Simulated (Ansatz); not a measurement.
**Which is lower?**

The two ends of one reaction step of HfH2Cl4, singlet (PBE0-D4/def2-TZVP).

A:

Hf1  (-0.496, -0.680, -0.583)
Cl2  (1.269, 0.229, -1.784)
Cl3  (-1.572, -2.249, -1.905)
Cl4  (0.294, -1.726, 1.331)
Cl5  (-2.005, 0.984, -0.012)
H6  (1.334, 1.924, 1.174)
H7  (1.177, 1.517, 1.780)
(Å)

B:

```json
{"atom": "Hf1", "x (Å)": "-0.4642", "y (Å)": "-0.4710", "z (Å)": "0.3692"}
{"atom": "Cl2", "x (Å)": "0.9195", "y (Å)": "1.2753", "z (Å)": "-1.6537"}
{"atom": "Cl3", "x (Å)": "-0.0587", "y (Å)": "-2.0869", "z (Å)": "-1.2672"}
{"atom": "Cl4", "x (Å)": "-1.0644", "y (Å)": "-1.6459", "z (Å)": "2.2712"}
{"atom": "Cl5", "x (Å)": "-2.1944", "y (Å)": "1.0516", "z (Å)": "-0.0030"}
{"atom": "H6", "x (Å)": "1.8018", "y (Å)": "1.5781", "z (Å)": "-0.7717"}
{"atom": "H7", "x (Å)": "1.0603", "y (Å)": "0.2988", "z (Å)": "1.0552"}
```

Program: Ansatz 0.2.0. Basis: def2-TZVPP. Cores are frozen in the correlated methods. Core potentials replace the inner electrons of the atoms past krypton. B3LYP uses VWN-RPA correlation.

Problem. Which structure is lower at CCSD(T), and by how much? (To be estimated.)

Solution. The calculation gives: A, by 40.88 kcal/mol (electronic energy, against the other). By their contacts, A is a complex of HfCl₄ ([Cl][Hf]([Cl])([Cl])[Cl]) + H₂ and B is HfH₂Cl₄ ([Cl][HfH]([Cl])([Cl])[ClH]).

All methods give the same order:

```
      method  E(B) − E(A) (kcal/mol)
       SPW92                   37.22
      PBE-D4                   41.11
     BLYP-D4                   41.95
   r2SCAN-D4                   42.74
      B97M-V                   39.65
     PBE0-D4                   40.66
    B3LYP-D4                   41.47
  r2SCAN0-D4                   41.76
    BHLYP-D4                   40.85
CAM-B3LYP-D4                   40.33
     wB97X-V                   40.23
     wB97M-V                   39.88
      B2PLYP                   42.58
    PBE-QIDH                   41.65
  RPA on PBE                   39.59
          HF                   41.66
         MP2                   43.54
        CCSD                   40.05
     CCSD(T)                   40.88
```

The T1 diagnostic stays at or below 0.014.

Labels in which every atom is bracketed show which atoms are joined, not bond orders.

For scale, one of the runs: CCSD(T)/def2-TZVPP, 252 basis functions, launched by `ansatz run in.yaml --threads 8 --pin off --events-out ev --progress --plain --max-ram 19148MiB`. Hardware: 8 CPU threads of an Arm Neoverse V1, shared host. Wall time 2.4 min; peak host memory 5.5 GiB.
